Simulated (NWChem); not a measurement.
System: C3H4F2Si; SMILES CC#C[SiH](F)F

Input file for NWChem:

```
start job
memory heap 200 mb stack 900 mb global 1100 mb
geometry units angstroms noautosym nocenter noautoz
  C     -3.319584     0.275503     0.509520
  C     -1.876415     0.169714     0.397815
  C     -0.652863     0.079043     0.293941
  Si     1.145534    -0.052693     0.136196
  F      1.686713     1.098270    -0.879339
  F      1.527581    -1.486806    -0.533069
  H     -3.703777    -0.337030     1.351311
  H     -3.816322    -0.074475    -0.419136
  H     -3.631165     1.326202     0.684760
  H      1.876498     0.076205     1.426843
end
basis spherical
  C library def2-svp
  Si library def2-svp
  F library def2-svp
  H library def2-svp
end
dft
  xc pbe0
  iterations 150
end
cosmo
  do_cosmo_smd true
  solvent dcm
end
task dft energy
```

Parts of the log:

```
             Northwest Computational Chemistry Package (NWChem) 7.3.0
             --------------------------------------------------------

                             Geometry "geometry" -> ""
                             -------------------------

 Output coordinates in angstroms (scale by  1.889725989 to convert to a.u.)

  No.       Tag          Charge          X              Y              Z
 ---- ---------------- ---------- -------------- -------------- --------------
    1 C                    6.0000    -3.31958400     0.27550300     0.50952000
    2 C                    6.0000    -1.87641500     0.16971400     0.39781500
    3 C                    6.0000    -0.65286300     0.07904300     0.29394100
    4 Si                  14.0000     1.14553400    -0.05269300     0.13619600
    5 F                    9.0000     1.68671300     1.09827000    -0.87933900
    6 F                    9.0000     1.52758100    -1.48680600    -0.53306900
    7 H                    1.0000    -3.70377700    -0.33703000     1.35131100
    8 H                    1.0000    -3.81632200    -0.07447500    -0.41913600
    9 H                    1.0000    -3.63116500     1.32620200     0.68476000
   10 H                    1.0000     1.87649800     0.07620500     1.42684300

 Effective nuclear repulsion energy (a.u.)     266.8645564230

                                 NWChem DFT Module
                                 -----------------

 Summary of "ao basis" -> "ao basis" (spherical)
 ------------------------------------------------------------------------------
       Tag                 Description            Shells   Functions and Types
 ---------------- ------------------------------  ------  ---------------------
 C                          def2-svp                 6       14   3s2p1d
 Si                         def2-svp                 8       18   4s3p1d
 F                          def2-svp                 6       14   3s2p1d
 H                          def2-svp                 3        5   2s1p

 in cosmo_initialize ...
 calling solv_data for solv:dcm

 solvent parameters
 solvname_short: dcm
 solvname_long:  dichloromethane
 dielec:        8.9300
 dielecinf:     2.0283
 nonaqueous SMD model solvent descriptors
 dielec:        8.9300
 sola:          0.1000
 solb:          0.0500
 solc:          0.0000
 solg:         39.1500
 solh:          0.6670
 soln:          1.4242

          ---------------
          -cosmo- solvent
          ---------------
 Cosmo: York-Karplus, doi: 10.1021/jp992097l
 dielectric constant -eps-     =   8.93
 screen = (eps-1)/(eps    )    =   0.88802
 surface charge correction     = lagrangian

   van der Waals surface
 --------------------------

 ---------- ATOMIC COORDINATES (A.U.) ------------ VDWR(ANG.) --
     1   -6.27310416    0.52062518    0.96285319     1.850
     2   -3.54591019    0.32071296    0.75176134     1.850
     3   -1.23373218    0.14936961    0.55546795     1.850
     4    2.16474537   -0.09957533    0.25737312     2.470
     5    3.18742539    2.07542936   -1.66170976     1.730
     6    2.88670952   -2.80965594   -1.00735434     1.730
     7   -6.99912365   -0.63689435    2.55360752     1.200
     8   -7.21180286   -0.14073734   -0.79205219     1.200
     9   -6.86190687    2.50615839    1.29400877     1.200
    10    3.54606704    0.14400657    2.69634230     1.200
 number of segments per atom =        128
 number of   points per atom =        128
 atom (   nspa,  nppa )
 ----------------------
    1 (     63,     0 )       0
    2 (     60,     0 )       0
    3 (     42,     0 )       0
    4 (     76,     0 )       0
    5 (     67,     0 )       0
    6 (     64,     0 )       0
    7 (     54,     0 )       0
    8 (     56,     0 )       0
    9 (     55,     0 )       0
   10 (     33,     0 )       0
 number of -cosmo- surface points =      570
 molecular surface =    142.499 angstrom**2
 molecular volume  =    116.378 angstrom**3
 -lineq- algorithm             =   0
 -bem- low  level              =   3
 -bem- from -octahedral-
 gaussian surface charge width =   4.50000
 degree of switching           =   1.00000
 switching function tolerance  =   0.00010
 atomic radii =
 --------------
    1  6.000  1.850
    2  6.000  1.850
    3  6.000  1.850
    4 14.000  2.470
    5  9.000  1.730
    6  9.000  1.730
    7  1.000  1.200
    8  1.000  1.200
    9  1.000  1.200
   10  1.000  1.200
 ...... end of -cosmo- initialization ......

 nat:                    10
 ixmem:                  5529
 calling mnsol_interface()
 G(SMD-CDS) energy (kcal/mol)  =    -0.192
 SMD-CDS SASA (angstrom**2)    =   161.035

            General Information
            -------------------
          SCF calculation type: DFT
          Wavefunction type:  closed shell.
          No. of atoms     :    10
          No. of electrons :    54
           Alpha electrons :    27
            Beta electrons :    27
          Charge           :     0
          Spin multiplicity:     1
          Use of symmetry is: off; symmetry adaption is: off
          Maximum number of iterations: 150
          AO basis - number of functions:   108
                     number of shells:    50
          Convergence on energy requested:  1.00D-06
          Convergence on density requested:  1.00D-05
          Convergence on gradient requested:  5.00D-04

              XC Information
              --------------
                         PBE0 Method XC Functional
                     Hartree-Fock (Exact) Exchange  0.250
          PerdewBurkeErnzerhof Exchange Functional  0.750
            Perdew 1991 LDA Correlation Functional  1.000 local
           PerdewBurkeErnz. Correlation Functional  1.000 non-local

             Grid Information
             ----------------
          Grid used for XC integration:  medium
          Radial quadrature: Mura-Knowles
          Angular quadrature: Lebedev.
          Tag              B.-S. Rad. Rad. Pts. Rad. Cut. Ang. Pts.
          ---              ---------- --------- --------- ---------
          C                   0.70       49          13.0       434
          Si                  1.10       88          12.0       590
          F                   0.50       49          14.0       434
          H                   0.35       45          14.0       434
          Grid pruning is: on
          Number of quadrature shells:   513
          Spatial weights used:  Erf1

      Superposition of Atomic Density Guess
      -------------------------------------

 Sum of atomic energies:        -602.19511469

      Non-variational initial energy
      ------------------------------

 Total energy =    -604.416138
 1-e energy   =   -1362.318496
 2-e energy   =     491.037802
 HOMO         =      -0.335002
 LUMO         =       0.004612

   convergence    iter        energy       DeltaE   RMS-Dens  Diis-err
 ---------------- ----- ----------------- --------- --------- ---------
     COSMO gas phase
 d= 0,ls=0.0,diis     1   -605.0832209666 -8.72D+02  1.40D-02  8.72D-01
 d= 0,ls=0.0,diis     2   -605.0568528499  2.64D-02  6.99D-03  1.46D+00
 d= 0,ls=0.0,diis     3   -605.1836488102 -1.27D-01  1.76D-03  3.18D-02
 d= 0,ls=0.0,diis     4   -605.1838993394 -2.51D-04  9.35D-04  2.46D-02
 d= 0,ls=0.0,diis     5   -605.1869701926 -3.07D-03  2.28D-04  1.36D-03
  Resetting Diis
 d= 0,ls=0.0,diis     6   -605.1871256331 -1.55D-04  4.62D-05  3.87D-05
 d= 0,ls=0.0,diis     7   -605.1871306646 -5.03D-06  1.97D-05  1.73D-06
 d= 0,ls=0.0,diis     8   -605.1871306436  2.11D-08  9.36D-06  1.94D-06

   convergence    iter        energy       DeltaE   RMS-Dens  Diis-err
 ---------------- ----- ----------------- --------- --------- ---------
     COSMO solvation phase
 d= 0,ls=0.0,diis     1   -605.1940761172 -6.95D-03  1.23D-03  2.39D-03
 d= 0,ls=0.0,diis     2   -605.1946931235 -6.17D-04  3.84D-04  2.83D-03
 d= 0,ls=0.0,diis     3   -605.1949798436 -2.87D-04  1.66D-04  4.43D-04
 d= 0,ls=0.0,diis     4   -605.1950299067 -5.01D-05  6.02D-05  1.03D-04
 d= 0,ls=0.0,diis     5   -605.1950413449 -1.14D-05  1.57D-05  4.24D-06
 d= 0,ls=0.0,diis     6   -605.1950417034 -3.59D-07  4.00D-06  3.53D-07

         Total DFT energy =     -605.195041703409
      One electron energy =    -1366.832649995234
           Coulomb energy =      553.497482786586
    Exchange-Corr. energy =      -59.130448615952
 Nuclear repulsion energy =      266.864556422974

             COSMO energy =        0.406017698216

 Numeric. integr. density =       54.000000352175

                                COSMO-SMD solvation results
                                ---------------------------

             internal energy in gas <Psi(g)|H|Psi(g)> =      -605.187130643554
         internal energy in solvent <Psi(s)|H|Psi(s)> =      -605.185948769495
                               delta internal energy  =         0.001181874059 (    0.74 kcal/mol)
   total free energy in solvent <Psi(s)|H+V/2|Psi(s)> =      -605.194735553316
 polarization energy contribution <Psi(s)|V/2|Psi(s)> =        -0.008786783821 (   -5.51 kcal/mol)
    total free energy in solvent including G(SMD-CDS) =      -605.195041703409
                       G(SMD-CDS) energy contribution =        -0.000306150093 (   -0.19 kcal/mol)
     1 M fixed-concentration free energy of solvation =        -0.007911059855 (   -4.96 kcal/mol)

                       DFT Final Molecular Orbital Analysis
                       ------------------------------------

 Vector   25  Occ=2.000000D+00  E=-3.781600D-01
              MO Center=  1.3D+00, -1.1D-02,  5.2D-01, r^2= 2.7D+00
   Bfn.  Coefficient  Atom+Function         Bfn.  Coefficient  Atom+Function
  ----- ------------  ---------------      ----- ------------  ---------------
   104      0.357655  10 H  s               105      0.239979  10 H  s
    66      0.192920   5 F  pz               32     -0.190386   3 C  px
    80      0.185764   6 F  pz               78      0.179673   6 F  px
    64      0.176396   5 F  px               52      0.174506   4 Si pz
    50      0.161944   4 Si px               35     -0.139729   3 C  px

 Vector   26  Occ=2.000000D+00  E=-3.054134D-01
              MO Center= -1.3D+00,  1.6D-01,  3.6D-01, r^2= 2.3D+00
   Bfn.  Coefficient  Atom+Function         Bfn.  Coefficient  Atom+Function
  ----- ------------  ---------------      ----- ------------  ---------------
    33      0.410809   3 C  py               19      0.361426   2 C  py
    36      0.267454   3 C  py               22      0.210707   2 C  py
    99     -0.154569   9 H  s                 5     -0.144535   1 C  py
    89      0.119224   7 H  s                 8     -0.084012   1 C  py
   100     -0.078446   9 H  s                64     -0.069975   5 F  px

 Vector   27  Occ=2.000000D+00  E=-3.041135D-01
              MO Center= -1.3D+00,  1.0D-01,  3.5D-01, r^2= 2.5D+00
   Bfn.  Coefficient  Atom+Function         Bfn.  Coefficient  Atom+Function
  ----- ------------  ---------------      ----- ------------  ---------------
    34      0.404240   3 C  pz               20      0.362007   2 C  pz
    37      0.268715   3 C  pz               23      0.209422   2 C  pz
    94      0.157079   8 H  s                 6     -0.143421   1 C  pz
    89     -0.109440   7 H  s               104     -0.086788  10 H  s
     9     -0.082692   1 C  pz               95      0.079903   8 H  s

 Vector   28  Occ=0.000000D+00  E=-1.802150D-02
              MO Center= -6.6D-01,  1.1D-01,  3.8D-01, r^2= 4.1D+00
   Bfn.  Coefficient  Atom+Function         Bfn.  Coefficient  Atom+Function
  ----- ------------  ---------------      ----- ------------  ---------------
    22      0.485589   2 C  py               54     -0.466586   4 Si py
    19      0.399507   2 C  py               36     -0.359838   3 C  py
   100     -0.254591   9 H  s                33     -0.232229   3 C  py
    51     -0.204569   4 Si py               90      0.190474   7 H  s
    63      0.166970   5 F  s                77     -0.166042   6 F  s

 Vector   29  Occ=0.000000D+00  E=-1.243451D-02
              MO Center= -7.6D-01,  5.5D-02,  2.3D-01, r^2= 4.2D+00
   Bfn.  Coefficient  Atom+Function         Bfn.  Coefficient  Atom+Function
  ----- ------------  ---------------      ----- ------------  ---------------
    23      0.529502   2 C  pz               37     -0.426079   3 C  pz
    20      0.408692   2 C  pz               55     -0.407768   4 Si pz
    95      0.276837   8 H  s                34     -0.251782   3 C  pz
   105      0.251086  10 H  s                31      0.201498   3 C  s
    90     -0.191026   7 H  s                53      0.188417   4 Si px

 Vector   30  Occ=0.000000D+00  E= 8.323812D-02
              MO Center= -2.7D+00,  2.5D-01,  5.3D-01, r^2= 8.3D+00
   Bfn.  Coefficient  Atom+Function         Bfn.  Coefficient  Atom+Function
  ----- ------------  ---------------      ----- ------------  ---------------
     3      2.806612   1 C  s                90     -1.097008   7 H  s
   100     -1.074208   9 H  s                95     -0.983154   8 H  s
    46     -0.910922   4 Si s                17     -0.713248   2 C  s
   105      0.516463  10 H  s                21      0.482405   2 C  px
     2      0.238705   1 C  s                35      0.213560   3 C  px

     Multipole analysis of the density
     ---------------------------------

     L   x y z        total         alpha         beta         nuclear
     -   - - -        -----         -----         ----         -------
     0   0 0 0     -0.000000    -27.000000    -27.000000     54.000000

     1   1 0 0     -1.574667     -1.352535     -1.352535      1.130404
     1   0 1 0      0.202998      0.194156      0.194156     -0.185314
     1   0 0 1      0.769612      0.907782      0.907782     -1.045952

     2   2 0 0    -20.901755   -367.142536   -367.142536    713.383317
     2   1 1 0     -0.642923     27.285815     27.285815    -55.214553
     2   1 0 1      0.662226     67.263990     67.263990   -133.865754
     2   0 2 0    -32.522755    -75.790026    -75.790026    119.057296
     2   0 1 1      0.268290     -0.437723     -0.437723      1.143735
     2   0 0 2    -30.286862    -46.048124    -46.048124     61.809386
```

Level: PBE0/def2-SVP, SMD on the gas-phase geometry. Geometry: optimised at PBE-D3(BJ)/def2-SVP. Solvent: dichloromethane.
